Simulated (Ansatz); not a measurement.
Two members of one family (Si nanocrystals, hexagonal, H-capped), computed with Ansatz in the gas phase. Binding counts from free atoms in the multiplicity of their measured ground term, without zero-point energy. Sets without diffuse functions give affinities that are too small. A dash marks a value that wasn't run or was left out as unsound. The structures are stationary points that may keep the symmetry of their start. Remarks come from the PBE and PBE0 runs and from stability tests at other levels; not every state was tested. A HOMO above zero means that the electron is unbound at that level and held by the basis, or that self-interaction error raises the level; the energy of removing that electron tells which.

First: Si11H18 (singlet, charge 0, PBE-D4/def2-SVP geometry).

```xyz
29

Si    0.444   -1.238   -2.550
Si   -1.390    0.057   -1.843
Si   -1.102   -2.670    0.932
Si   -2.257   -0.752    0.207
Si   -0.644    2.279   -1.620
Si   -2.208    0.905    1.876
Si    2.069   -1.254   -0.848
Si    1.221   -2.317    1.086
Si    2.753    0.943   -0.349
Si    0.946    2.380    0.114
Si   -0.057    1.813    2.179
H     0.006   -2.651   -2.849
H     1.025   -0.644   -3.810
H    -2.486   -0.006   -2.882
H    -1.347   -3.783   -0.057
H    -1.642   -3.102    2.273
H    -3.701   -1.139   -0.021
H    -0.020    2.734   -2.916
H    -1.802    3.193   -1.302
H    -3.140    2.022    1.475
H    -2.702    0.321    3.176
H     3.282   -2.021   -1.321
H     1.905   -3.651    1.255
H     1.523   -1.487    2.308
H     3.523    1.492   -1.525
H     3.675    0.913    0.845
H     1.485    3.787    0.216
H     0.807    0.823    2.919
H    -0.167    3.054    3.030
```

| level | HOMO (eV) | LUMO (eV) | gap (eV) | vertical EA (eV) | binding per atom (eV) |
| --- | --- | --- | --- | --- | --- |
| PBE-D4/def2-SVP | -6.51 | -2.08 | 4.43 | – | 3.16 |
| PBE-D4/def2-TZVP | -6.47 | -2.24 | 4.23 | 0.70 | 3.16 |
| r2SCAN-D4/def2-TZVP | -6.70 | -2.16 | 4.54 | – | 3.18 |
| PBE0-D4/def2-SVP | -7.53 | -1.44 | 6.09 | – | 3.15 |
| PBE0-D4/def2-TZVP | -7.45 | -1.55 | 5.90 | 0.56 | 3.16 |

Remarks: HOMO above zero (-1 doublet).

Second: Si18H24 (singlet, charge 0, PBE-D4/def2-SVP geometry).

```xyz
42

Si   -0.181    2.518   -3.829
Si   -2.443    2.067   -3.286
Si    1.245    1.530   -2.239
Si    0.739    2.381   -0.106
Si   -2.560    0.767   -1.327
Si   -1.524    1.928    0.436
Si    2.163    1.411    1.494
Si    1.650    2.282    3.619
Si   -1.643    0.648    2.406
Si   -0.611    1.826    4.161
Si    0.873   -0.792   -2.201
Si   -1.389   -1.245   -1.659
Si    2.300   -1.796   -0.623
Si    1.780   -0.910    1.493
Si   -1.506   -2.560    0.288
Si   -0.482   -1.364    2.034
Si    1.925   -4.119   -0.602
Si   -0.337   -4.573   -0.064
H     0.042    4.010   -3.859
H     0.126    1.971   -5.201
H    -3.180    3.368   -3.080
H    -3.099    1.332   -4.429
H     2.696    1.804   -2.562
H     0.929    3.881   -0.105
H    -3.994    0.462   -0.959
H    -2.227    3.248    0.650
H     3.602    1.686    1.124
H     1.879    3.773    3.630
H     2.552    1.663    4.658
H    -3.089    0.346    2.726
H    -1.342    3.123    4.407
H    -0.671    1.010    5.429
H     1.153   -1.369   -3.569
H    -2.005   -2.001   -2.814
H     3.737   -1.477   -0.964
H     2.652   -1.564    2.540
H    -2.953   -2.823    0.634
H    -0.504   -2.197    3.295
H     2.247   -4.702   -1.956
H     2.827   -4.773    0.415
H    -0.978   -5.346   -1.190
H    -0.397   -5.424    1.181
```

Task: Estimate the same table for the second.

Result: 
```
              level  HOMO (eV)  LUMO (eV)  gap (eV)  vertical EA (eV)  binding per atom (eV)
    PBE-D4/def2-SVP      -6.09      -2.22      3.87                 –                   3.29
   PBE-D4/def2-TZVP      -6.07      -2.39      3.67              1.05                   3.29
r2SCAN-D4/def2-TZVP      -6.28      -2.29      3.99                 –                   3.30
   PBE0-D4/def2-SVP      -7.06      -1.59      5.47                 –                   3.29
  PBE0-D4/def2-TZVP      -6.99      -1.71      5.27              0.87                   3.29
```

Remarks: HOMO above zero (-1 doublet).
